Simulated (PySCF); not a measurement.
# Calculated properties of `CC(C)c1pcccn1`

Compound: C₇H₁₀NP.
SMILES with atom numbers: `[CH3:1][CH:2]([CH3:3])[c:4]1[n:5][cH:6][cH:7][cH:8][p:9]1` (hydrogens: H10, H11, H12 on C1; H13 on C2; H14, H15, H16 on C3; H17 on C6; H18 on C7; H19 on C8)

Structural features include: pyridine-type ring nitrogen.

PBE0-D3(BJ)/def2-SVP geometry optimisation, gas phase (PySCF):

| Quantity | Value |
| --- | --- |
| Point group | Cs |
| Rotational constants A, B, C | 2.503, 1.049, 0.879 GHz |

wB97X-D/def2-SVPD ground state, ΔSCF and vertical TDDFT (core frozen in the response) (PySCF):

| Item | Value |
| --- | --- |
| Dipole moment | 1.33 D |
| HOMO energy | -8.87 eV |
| LUMO energy | -0.10 eV |
| HOMO–LUMO gap | 8.77 eV |
| Lowest singlet excitation | 3.91 eV (317 nm, f = 0.004) |
| Strongest line among the 10 lowest singlet transitions | S7 at 6.21 eV (200 nm, f = 0.296) |
| Lowest triplet excitation (Tamm–Dancoff) | 3.23 eV |
| Static isotropic polarisability | 113.9 au |
| Vertical ionisation energy | 8.92 eV |
| Electronic spatial extent ⟨r²⟩ about the centre of nuclear charge | 1436 bohr² |

From CAM-B3LYP/pcSseg-1 ground state and GIAO shieldings, non-relativistic (PySCF):

| Item | Value |
| --- | --- |
| 13C chemical shifts (computed TMS as zero) by class | 223.8 (C4), 183.0 (C8), 156.7 (C6), 131.4 (C7), 44.1 (C2), 25.8 (C1/C3) ppm |
| 1H chemical shifts (computed TMS as zero) by class | 9.25 (H19), 8.87 (H17), 7.34 (H18), 3.19 (H13), 1.39 (H10/H11/H12/H14/H15/H16) ppm |
| Isotropic shieldings of nuclei other than C and H, by class | -113 (N5), 79 (P9) ppm |

Monoisotopic mass (most abundant isotopes): 139.0551 u.

The largest Löwdin shares of the HOMO are 0.42 on N5, 0.23 on P9, 0.10 on C4 and 0.07 on C6. In wavenumbers S1 is 31600 cm⁻¹ (1 eV = 8065.54 cm⁻¹). The rotational constants make it an asymmetric top with κ = (2B − A − C)/(A − C) = -0.79, nearer the prolate limit (−1). The principal polarisabilities are 83.1, 118.9 and 139.7 au; their mean is the isotropic value. With B = h/(8π²I), that is 505.379 GHz u Å² over I, the principal moments of inertia are 201.9, 481.9 and 574.7 u Å² (most abundant isotopes); the inertial defect Ic − Ia − Ib is -109.1 u Å² (zero for a rigid planar frame, negative otherwise). No computed singlet falls in the visible range (750 to 380 nm, 1.65 to 3.26 eV); S1 lies 0.65 eV above its blue end. A dipole of 1.33 D is allowed in Cs, and pure rotational transitions are dipole-allowed. The ΔSCF ionisation energy exceeds −ε(HOMO) by 0.05 eV with wB97X-D.

 NMR classes are plain means over equivalent atoms (diastereotopic ones count apart unless rotation or inversion swaps them), as if these changed places fast; in this geometry the members of some classes differ.

For the geometry optimisation (PBE0-D3(BJ)/def2-SVP), the run took 3.0 min of wall time on one thread, Arm Neoverse N1 (aarch64), no GPU (shared host), and the process peaked at 0.86 GiB of memory.

Conformer computed: `[CH3:1][CH:2]([CH3:3])[c:4]1[n:5][cH:6][cH:7][cH:8][p:9]1`: C1–C2–C4–N5 -62°.

One conformer stands for the species.
